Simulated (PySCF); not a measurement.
**Spinor energies of Pt²⁺ (platinum, charge +2)**

Start: [Xe] 4f14 5d7 6p1; 5d3/2 filled at m_j = +1/2, +3/2; 5d5/2 filled at m_j = -3/2, -1/2, +1/2, +3/2, +5/2; 6p3/2 filled at m_j = +3/2. Calculated with PySCF 2.14 in x2c-TZVPall-2c with one added diffuse shell each of s, p, d type (12s12p11d2f, 117 functions): generalised Hartree-Fock with the X2C-1e Hamiltonian and a Gaussian nucleus; spin-orbit coupling (SO) screened by Boettger's factors. This is a chosen level, not necessarily the ground level.

```csv
spinor shell,electrons,"ε, screened SO (eV)",weight of nominal j (screened SO),"rms radius, screened SO (bohr)"
1s1/2,2,-78829.4,1.000,0.0194
2s1/2,2,-14016.6,1.000,0.0782
2p1/2,2,-13412.2,1.000,0.0663
2p3/2,4,-11677.5,1.000,0.0741
3s1/2,2,-3379.3,1.000,0.200
3p1/2,2,-3108.9,1.000,0.191
3p3/2,4,-2721.7,1.000,0.207
3d3/2,4,-2276.6,1.000,0.182
3d5/2,6,-2193.4,1.000,0.186
4s1/2,2,-782.69,1.000,0.441
4p1/2,2,-666.90,1.000,0.447
4p3/2,4,-573.37,1.000,0.480
4d3/2,4,-383.42,1.000,0.496
4d5/2,6,-365.14,1.000,0.508
5s1/2,2,-146.25,1.000,1.02
4f5/2,6,-119.82,0.996,0.563
5p1/2,2,-108.12,0.988,1.11
5p3/2,4,-89.992,0.994,1.20
5d3/2,2,-38.126,0.600,1.60
5d5/2,5,-36.886,0.476,1.61
6p3/2,1,-18.230,1.000,3.43
```

Question: Where does 4f7/2 lie, and what is the 4f spin-orbit splitting (screened SO)?

Answer: At -116.18 eV, 3.639 eV above 4f5/2.

| quantity | screened SO |
| --- | --- |
| E (hartree) | -18425.35859 |
| M_J | 6 |
| ⟨J²⟩ | 42.012 |
| ⟨L²⟩ | 21.651 |
| ⟨S²⟩ | 5.586 |

Each row is a mean over spinors that exchange with the open shell spreads, by up to 8.207 eV (5p3/2).

Rows whose weight is well below 1 are mixtures of j = l ± 1/2: exchange outweighs spin-orbit coupling there, and the label is only the starting occupation.

Breit and QED terms are absent; they matter most for the inner s and p1/2 levels.

Densities and radii are taken from the X2C orbitals without a picture-change correction, which distorts them close to the nucleus.
